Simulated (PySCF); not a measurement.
# Ionisation energy of Ge²⁰⁺ by level of theory

Ge²⁰⁺ [Ne] 3s2 (1S) → Ge²¹⁺ [Ne] 3s1 (2S), as a difference of total energies. Calculation: PySCF 2.14, in an uncontracted even-tempered set (16 s from 2.1 bohr⁻², ratio 2.5; 10 p from 2.7 bohr⁻², ratio 2.5; 5 d from 10 bohr⁻², ratio 2.7; 4 f from 16 bohr⁻², ratio 2.7); no relativity, point nucleus. Correlated levels: outer shells: 1s2 frozen; virtual orbitals above 40 to 60 times the deepest correlated orbital energy dropped. The calculations carry no spin-orbit coupling.

```json
{"method": "UHF", "ionisation energy (eV)": "822.59"}
{"method": "MP2 (outer shells)", "ionisation energy (eV)": "825.33"}
{"method": "SCS-MP2 (outer shells)", "ionisation energy (eV)": "825.65"}
{"method": "CCSD (outer shells)", "ionisation energy (eV)": "826.08"}
{"method": "CCSD(T) (outer shells)", "ionisation energy (eV)": "826.13"}
```

Task: How much does correlation contribute at CCSD(T) (outer shells)?

Result: 826.13 − (822.59) = 3.54 eV, measured against UHF.

The gap to the reference is mostly relativistic.

For comparison: 837.1 ± 1 eV (semi-empirical (NIST evaluation); NIST Atomic Spectra Database, ionization energies).
